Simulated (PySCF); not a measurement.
Ti(Br)(SH)3 (BrH3S3Ti), SMILES [SH][Ti]([SH])([SH])[Br], multiplicity 1.

Coordinates come from a PBE0-D3(BJ)/def2-SVP optimisation. The multiplicity is an assumed one; other spin states were not compared. The values are those of a single conformer.

These are PySCF 2.14.0 with PBE0-D3(BJ)/def2-SVP values and carry that method's errors.

Frequencies are harmonic and unscaled.

```csv
mode,ν (cm⁻¹),IR (km/mol),moving atoms (share of kinetic energy)
1,80,0.4,"S 65 %, Br 22 %, Ti 10 %"
2,89,0.3,"S 68 %, Br 19 %"
3,101,0.6,"S 62 %, Ti 18 %, Br 16 %"
4,105,0.1,"S 77 %, Ti 12 %"
5,122,0.9,"S 70 %, Ti 15 %, Br 8 %"
6,192,15.2,H 95 %
7,220,11.3,"H 89 %, S 10 %"
8,306,41.2,"H 40 %, S 28 %, Br 20 %, Ti 12 %"
9,307,6.9,"H 63 %, S 21 %, Br 11 %"
10,385,45.3,"H 56 %, S 24 %, Ti 20 %"
11,411,54.2,"H 42 %, Ti 34 %, S 20 %"
12,449,32.7,"Ti 44 %, H 29 %, S 27 %"
13,488,75.3,"H 55 %, S 30 %, Ti 15 %"
14,542,40.7,"H 50 %, S 28 %, Ti 22 %"
15,546,30.2,"H 54 %, S 23 %, Ti 22 %"
16,2663,4.6,H 97 %
17,2664,3.5,H 97 %
18,2689,9.1,H 97 %
```
